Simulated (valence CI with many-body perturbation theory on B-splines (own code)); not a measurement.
# Forbidden lines of In9+

Method: configuration interaction combined with many-body perturbation theory (CI+MBPT): four valence electrons over a frozen Dirac-Fock core [Kr], a basis of 9 s, 9 p, 10 d, 8 f, 5 g, 3 h, 1 i functions for each j, with the one-electron correlation potential Σ1, the two-electron term Σ2, the three-electron term Σ3, Breit, model QED; selected CI, second order for the rest, scaled by the run's own slope (own B-spline code, finite nucleus).

No measured spectrum was set against this ion. As an estimate, terms of the open shell hold to 2 to 4 % of their energy, and close levels can change places. Core correlation moves these levels by up to 5200 cm⁻¹, and in measured spectra 5 to 20 % of such shifts remained as error; rates that hang on mixing are uncertain with them. The list stops below the first excitations out of the core. Only levels of the ground parity were solved; by the run's estimate the other parity begins above the list, which can be wrong where configurations are misplaced.

Lines 1 to 50 of 120 in falling wavelength, among levels below 389110 cm⁻¹, chosen from the decays that carry over 1 % of a level's rate. Wavelengths and rates use the calculated energies, so an error of 2000 cm⁻¹ moves a line at 2337 nm by 47 % and its rate by three times that or more. Weak lines are less certain than strong ones. Lines between different terms over intervals too small for the method are left out, as are lines whose strength nearly cancels.

Names give the largest LS component (configuration and term), which can be under half, so a name can repeat, a term be missing and a line seem to break the LS rules; names also repeat where a configuration has a term twice. Letters in brackets count levels of one name in rising energy.

| λ vac (nm) | Upper | Lower | Type | A (s⁻¹) | Branch % |
| --- | --- | --- | --- | --- | --- |
| 4314 | 4d4 5D_1 | 4d4 5D_0 | M1 | 6.12e-01 | 100.0 |
| 3963 | 4d4 3H_6 | 4d4 3H_5 | M1 | 2.59e-01 | 99.7 |
| 3490 | 4d4 5D_4 | 4d4 5D_3 | M1 | 6.07e-01 | 100.0 |
| 3458 | 4d4 5D_2 | 4d4 5D_1 | M1 | 1.29e+00 | 100.0 |
| 3390 | 4d4 5D_3 | 4d4 5D_2 | M1 | 1.14e+00 | 100.0 |
| 2675 | 4d4 3G_5 | 4d4 3G_4 | M1 | 3.83e-01 | 2.5 |
| 2337 | 4d4 3F_4 [a] | 4d4 3G_3 | M1 | 1.27e+00 | 3.6 |
| 2281 | 4d4 3H_5 | 4d4 3H_4 | M1 | 1.78e+00 | 76.6 |
| 2084 | 4d4 3D_3 | 4d4 3P_2 [a] | M1 | 5.80e-01 | 1.5 |
| 1919 | 4d4 3G_3 | 4d4 3H_4 | M1 | 9.95e-01 | 4.2 |
| 1629 | 4d4 3P_2 [a] | 4d4 3F_2 [a] | M1 | 2.39e-01 | 1.2 |
| 1494 | 4d4 3D_2 | 4d4 3F_3 [a] | M1 | 6.40e-01 | 1.0 |
| 1436 | 4d4 3F_3 [a] | 4d4 3F_2 [a] | M1 | 4.70e+00 | 14.1 |
| 1405 | 4d4 3P_2 [a] | 4d4 3P_1 [a] | M1 | 4.56e+00 | 23.0 |
| 1395 | 4d4 3G_5 | 4d4 3F_4 [a] | M1 | 4.32e+00 | 28.0 |
| 1375 | 4d4 3P_1 [a] | 4d4 3P_0 [a] | M1 | 6.39e+00 | 9.2 |
| 1330 | 4d4 3D_2 | 4d4 3P_2 [a] | M1 | 1.66e+00 | 2.6 |
| 1298 | 4d4 3G_4 | 4d4 3G_3 | M1 | 7.68e-01 | 3.6 |
| 1172 | 4d4 3G_4 | 4d4 3H_5 | M1 | 1.74e+00 | 8.2 |
| 1167 | 4d4 3D_1 | 4d4 3P_2 [a] | M1 | 4.37e+00 | 6.8 |
| 1142 | 4d4 3F_3 [a] | 4d4 3G_3 | M1 | 5.12e+00 | 15.4 |
| 1054 | 4d4 3F_4 [a] | 4d4 3H_4 | M1 | 1.01e+01 | 28.4 |
| 1026 | 4d4 3G_5 | 4d4 3H_6 | M1 | 3.66e+00 | 23.7 |
| 982.6 | 4d4 1G_4 [a] | 4d4 3G_5 | M1 | 3.87e+00 | 6.4 |
| 981.0 | 4d4 3F_4 [b] | 4d4 1F_3 | M1 | 1.98e+00 | 2.0 |
| 953.9 | 4d4 1D_2 [a] | 4d4 3D_1 | M1 | 4.35e+00 | 6.5 |
| 914.4 | 4d4 3D_3 | 4d4 3F_2 [a] | M1 | 1.22e+00 | 3.1 |
| 890.0 | 4d4 3P_2 [b] | 4d4 1D_2 [a] | M1 | 5.20e+00 | 9.0 |
| 870.9 | 4d4 3F_2 [b] | 4d4 1F_3 | M1 | 5.14e+00 | 6.0 |
| 866.9 | 4d4 1D_2 [a] | 4d4 3D_2 | M1 | 2.86e+00 | 4.3 |
| 814.9 | 4d4 3G_5 | 4d4 3H_5 | M1 | 5.94e+00 | 38.5 |
| 785.5 | 4d4 3D_3 | 4d4 3G_3 | M1 | 3.03e+00 | 7.6 |
| 777.3 | 4d4 1G_4 [a] | 4d4 3F_3 [a] | M1 | 1.23e+01 | 20.3 |
| 774.1 | 4d4 3G_4 | 4d4 3H_4 | M1 | 1.64e+00 | 7.8 |
| 732.3 | 4d4 3D_2 | 4d4 3F_2 [a] | M1 | 4.38e+00 | 6.9 |
| 731.9 | 4d4 1I_6 | 4d4 3H_6 | M1 | 9.66e+00 | 46.6 |
| 718.6 | 4d4 1G_4 [a] | 4d4 3G_4 | M1 | 8.07e+00 | 13.3 |
| 701.4 | 4d4 1D_2 [a] | 4d4 3D_3 | M1 | 1.29e+01 | 19.2 |
| 683.2 | 4d4 3D_2 | 4d4 3P_1 [a] | M1 | 4.51e+00 | 7.1 |
| 679.9 | 4d4 3D_1 | 4d4 3F_2 [a] | M1 | 5.18e+00 | 8.0 |
| 674.2 | 4d4 1F_3 | 4d4 3D_2 | M1 | 2.49e+00 | 5.2 |
| 656.7 | 4d4 3H_4 | 4d4 5D_4 | M1 | 5.99e+00 | 80.0 |
| 647.2 | 4d4 3D_2 | 4d4 3G_3 | M1 | 1.06e+00 | 1.7 |
| 637.4 | 4d4 3D_1 | 4d4 3P_1 [a] | M1 | 1.23e+01 | 19.0 |
| 617.8 | 4d4 1I_6 | 4d4 3H_5 | M1 | 1.10e+01 | 53.2 |
| 576.6 | 4d4 1G_4 [a] | 4d4 3F_4 [a] | M1 | 2.35e+01 | 38.7 |
| 569.7 | 4d4 1F_3 | 4d4 3D_3 | M1 | 1.64e+01 | 34.1 |
| 552.7 | 4d4 3H_4 | 4d4 5D_3 | M1 | 1.50e+00 | 20.0 |
| 548.5 | 4d4 1D_2 [a] | 4d4 3F_3 [a] | M1 | 1.77e+00 | 2.7 |
| 530.4 | 4d4 3F_4 [b] | 4d4 1G_4 [a] | M1 | 3.40e+00 | 3.5 |
